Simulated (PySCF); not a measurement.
Computed IR spectrum (relative IR intensity) of a molecule CH5FO2Si2. Geometry: ωB97X-D3(BJ)/def2-SVP. One conformer was computed; it need not be the lowest. Level of theory: ωB97X-D3(BJ)/def2-SVP run with PySCF. Frequencies are harmonic and unscaled.

```
ν (cm⁻¹)  relative intensity
--------  ------------------
150                      3.5
173                      4.2
297                      2.9
393                       13
437                      9.0
485                       27
534                       11
577                       11
702                       75
732                       17
792                       84
824                      9.7
887                       81
918                       17
946                       26
953                       33
1206                      95
1372                      34
1841                     100
2255                      32
2264                      31
2271                      21
2279                      60
3753                      33
```

Problem. Which molecule gave these data?
(A) O=C[Si@@H](F)[SiH2]O
(B) O=C(O)[Si@@H](F)[SiH3]
(C) C[Si@H]1O[Si@@H](F)O1
(D) O[C@@H]1[SiH2]O[Si@@H]1F

Solution. B, O=C(O)[Si@@H](F)[SiH3]
